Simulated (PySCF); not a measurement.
A structure optimised at PBE0-D3(BJ)/def2-SVP, used in a PySCF frequency run:

```xyz
12

C     -0.9100     1.7677     0.0000
C      0.0412     0.8310     0.0000
F      1.3356     1.2101     0.0000
B     -0.1923    -0.7260     0.0000
C      1.0303    -1.7118     0.0000
O     -1.4896    -1.1234     0.0000
H     -0.6679     2.8337     0.0000
H     -1.9557     1.4567     0.0000
H      0.7602    -2.7791     0.0000
H      1.6692    -1.5123    -0.8764
H      1.6692    -1.5123     0.8764
H     -1.5858    -2.0807     0.0000
```

Write its SMILES, formula and point group.

C=C(F)B(C)O, C3H6BFO, Cs

What are its rotational constants (standard atomic weights)?

4.7998, 3.0656, 1.8924 GHz
